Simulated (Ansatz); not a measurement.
Geometry optimisation, Ansatz, UKS PBE/def2-SVP.

Input:

```yaml
crystal:
  periodic: [false, false, false]
  atoms:
    - { symbol: W, position_ang: [0.084334, 0.013886, 0.058411] }
    - { symbol: Cl, position_ang: [0.285795, -0.625073, 2.332194] }
    - { symbol: F, position_ang: [1.541052, -1.066681, -0.3557] }
    - { symbol: F, position_ang: [-0.865079, 1.483309, 0.696069] }
    - { symbol: H, position_ang: [-1.189628, -0.163592, -1.035604] }
    - { symbol: H, position_ang: [-0.781519, -1.432791, 0.161584] }
    - { symbol: F, position_ang: [0.734245, 1.050034, -1.391069] }
    - { symbol: "N", position_ang: [0.553889, 0.325531, 5.092135] }
    - { symbol: H, position_ang: [-0.032691, -0.484698, 5.403] }
    - { symbol: H, position_ang: [-0.200399, 1.030075, 4.898981] }
magnetization:
  spin_polarized: true
  initial_magnetization: 1
basis:
  gaussian: { orbitals: def2-SVP }
hamiltonian:
  xc: pbe
relax:
  f_tol: 0.03
  max_steps: 50
```

Launched with:

```bash
$ ansatz run input.yaml --threads 4 --pin off --max-ram 5120MiB --backend cpu --events-out ev --progress --plain --runs-dir out
```

Where does it end, and by what steps?

The run converged. The force dipped under the threshold on the way, but the program's further checks kept it going. After 31 steps the energy has fallen by 1.279 eV; H9 moved furthest, 2.11 Å. Joined: W1–N8 (5.07 → 2.23 Å).

```
step  energy less start (eV)  largest force component (eV/Å)  accepted
   0                  0.0000                           0.610       yes
   2                 -0.0182                           0.161       yes
   4                 -0.0192                           0.063       yes
   6                 -0.0210                           0.021       yes
   8                 -0.0235                           0.125       yes
  10                 -0.0253                           0.032       yes
  12                 -0.0357                           0.194       yes
  14                 -0.0507                           0.590       yes
  16                 -0.1129                           0.180       yes
  18                 -0.2022                           0.448       yes
  20                 -0.4479                           0.384       yes
  22                 -0.9072                           0.537       yes
  24                 -1.2115                           0.836       yes
  26                 -1.2551                           0.141       yes
  28                 -1.2682                           0.219       yes
  30                 -1.2772                           0.045       yes
  31                 -1.2786                           0.028       yes
```

```xyz
10
Properties=species:S:1:pos:R:3
W 0.049 -0.024 0.972
Cl -0.639 -1.773 2.543
F 1.501 -1.109 0.541
F -1.575 0.837 1.340
H -0.496 0.335 -0.599
H -0.844 -1.135 0.046
F 1.184 1.436 0.515
N 0.330 0.543 3.105
H 1.062 0.124 3.702
H -0.442 0.895 3.694
```

Whether the end is a true minimum wasn't checked by a vibrational analysis.

Time of the run: 63 s on 4 threads of Intel(R) Xeon(R) Platinum 8488C (Sapphire Rapids), with other jobs on the host, peak memory 0.27 GiB.
